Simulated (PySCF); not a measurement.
**Gas-phase XPS of `[PH3+][SiH2]C1CCC1`, computed**

Compound: C4H12PSi (charge +1).
Bonds: P1–Si2, Si2–C3, C3–C4, C4–C5, C5–C6, C3–C6. Hydrogens: H7, H8, H9 on P1; H10, H11 on Si2; H12 on C3; H13, H14 on C4; H15, H16 on C5; H17, H18 on C6.

Theory: delta-SCF UKS SCAN, pcX-2 on the ionised atom, pcseg-1 elsewhere, spin-free X2C in PySCF. Vertical ΔSCF values, vacuum level as zero.

What binding energy does each computed site have?

```tsv
atom(s)	bonded to	level	binding energy (eV)	2p1/2 (eV)	above the level's lowest (eV)	count
P1	3 H and Si	P 1s	2156.86	–	0.00	1
Si2	C, 2 H and P	Si 1s	1851.52	–	0.00	1
C3	2 C, H and Si	C 1s	294.40	–	+0.47	1
C4/C6	2 C and 2 H	C 1s	294.37	–	+0.44	2
C5	2 C and 2 H	C 1s	293.93	–	0.00	1
P1	3 H and Si	P 2p3/2	143.29	144.18	0.00	1
Si2	C, 2 H and P	Si 2p3/2	111.73	112.36	0.00	1
```

Lowest listed C 1s: C5, bonded to 2 C and 2 H. Highest, 0.47 eV above it: C3, bonded to 2 C, H and Si. The widest gap between neighbouring values is 0.44 eV, between 293.93 and 294.37 eV. The values 294.37 and 294.40 eV lie too close for their order to be trusted.

Which photon energy gives electrons from C 1s of C3 a kinetic energy of 150 eV, and what is their de Broglie wavelength?

hν = 294.40 + 150 = 444.40 eV, recoil neglected; λ = 12.264 Å/√(E/eV) = 1.00 Å.

What is the longest wavelength that can ionise C 1s of C3 vertically?

λ = hc/E = 12398.42 eV Å / 294.40 eV = 42.114 Å.

Topologically equivalent atoms share the value of their first member; where this conformer doesn't relate them by symmetry, their own values could differ. The 2p values aren't plain energy differences: one relaxed spin-free 2p hole is combined with a matrix within the shell (ground-state 2p orbital-energy differences and spin–orbit coupling). 2p3/2, the mean of its two sublevels, lies a third of the splitting below the shell's mean and 2p1/2 two thirds above it; the statistical areas are 2:1. 2p1/2 minus 2p3/2 (ligand field included): P 0.89 eV, Si 0.63 eV. The species carries charge +1, so core ionisation leaves charge +2. The structure is a single PBE0-D3(BJ)/def2-SVP conformer in the gas phase; no vibrational or solvent corrections.

Conformer computed: `[PH3+:1][SiH2:2][CH:3]1[CH2:4][CH2:5][CH2:6]1`: P1–Si2–C3–C4 59°.
